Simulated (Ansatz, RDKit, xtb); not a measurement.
Pair of molecules: GeH3I (SMILES [GeH3][I]) (first 5 atoms) with CH4 (SMILES C); geometry from B3LYP-D3(BJ)/def2-TZVP, rigid monomers moved along the line of their centres of mass till Ge1···C6 is 4.40 Å.
(charge 0, multiplicity 1):
```csv
atom,x (Å),y (Å),z (Å)
Ge,-0.9660,1.1365,0.7584
I,0.2171,-0.9970,0.0510
H,0.0675,2.0284,1.4540
H,-1.5092,1.7979,-0.5139
H,-2.0998,0.7416,1.7102
C,0.1389,-0.0058,4.8582
H,0.5189,-0.5949,4.0249
H,0.5179,-0.4139,5.7941
H,0.4682,1.0275,4.7553
H,-0.9498,-0.0425,4.8623
```

Counterpoise-corrected where a basis set is named; no monomer relaxation. RDKit's UFF carries no charges.

Run with Ansatz (Gaussian basis) for Hartree–Fock, density functionals and correlated methods; RDKit for the force fields; xtb for the GFN methods. Each number belongs to the level named beside it. In def2 rows elements past Kr take small-core potentials, without spin–orbit coupling.

### Question
One of these levels gives -5.5 kJ/mol for the interaction energy. Which?
A. GFN1-xTB
B. UFF
C. B3LYP/def2-TZVPPD

### Answer
A, GFN1-xTB. The others give -3.8 (UFF), 0.7 (B3LYP/def2-TZVPPD)

Ansatz is a quantum-chemistry and plane-wave program.
